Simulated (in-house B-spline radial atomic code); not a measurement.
A fraction x of an electron is removed from 4d in Tm, starting from [Xe] 4f13 6s2 and keeping the highest spin. Level of theory: scalar-relativistic (X2C) PBEsol, spin-polarised, spherical fractional occupations, Fermi nucleus of rms radius 5.2256 fm; calculated with a B-spline radial code for spherical atoms.

```
   x  E(x) - E(0) (eV)  4d down level (eV)
   0            0.0000            -170.602
0.04            6.8356            -171.181
0.16           27.4847            -172.986
0.28           48.3558            -174.878
0.46           80.0997            -177.859
 0.5           87.2277            -178.542
0.52           90.8020            -178.886
0.74                 ?                   ?
0.85          150.7996            -184.808
0.94                 ?                   ?
   1          178.7319            -187.635
```

What belongs in the row x = 0.74?

An energy change of 130.5823 eV; 4d down at -182.786 eV.

What belongs in the row x = 0.94?

An energy change of 167.5080 eV; 4d down at -186.495 eV.

Check Janak's theorem between x = 0.04 and 0.16.

The slope of the energy is 172.08 eV; the orbital levels give 172.08 eV (-ε of the emptying orbital, averaged over the two points).
